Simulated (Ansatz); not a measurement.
Consider the formal exchange of groups at a Te–Ge bond: `[CH3][GeH2][TeH]` + `CCC` → `CCC[TeH]` + `[CH3][GeH3]`.

Isolated molecules relaxed with PBE0-D4/def2-TZVP in Ansatz; ΔE leaves out vibrations. CBS: MP2 limit from def2 TZ/QZ plus the TZ coupled-cluster correction, frozen cores. DFT in def2-TZVPP. B3LYP here is the variant with VWN-RPA as its local correlation; programs differ in this. def2 core potentials past Kr. For Ge, Te outer-core shells are correlated without core-valence functions, which leaves a few kJ/mol of doubt a bond. Scalar relativity is left out up to krypton. Each species was taken in one conformer, which may not be the lowest.

| level | ΔE (kcal/mol) | difference from CCSD(T)/CBS |
| --- | --- | --- |
| PBE0-D4 | 26.7 | 1.9 |
| ωB97X-V | 25.5 | 0.7 |
| r2SCAN | 26.4 | 1.6 |
| B3LYP | 26.3 | 1.5 |
| MP2/def2-TZVPP | 25.1 | 0.3 |
| HF/def2-QZVPP | 27.5 | 2.7 |
| MP2/def2-QZVPP | 25.3 | 0.5 |
| HF/CBS(def2) | 27.5 | 2.7 |
| MP2/CBS(def2) | 25.6 | 0.8 |
| CCSD/CBS(def2) | 25.3 | 0.5 |
| CCSD(T)/CBS | 24.8 | 0 |

Largest T1 diagnostic among the species: 0.010.

In def2-TZVPP, CCSD(T) changes the Hartree–Fock value by −3.4 kcal/mol (the triples alone add −0.5 kcal/mol) and MP2 by −2.6 kcal/mol. From PBE to PBE0 (25 % exact exchange), in def2-TZVPP and without D4, ΔE moves by +0.9 kcal/mol.
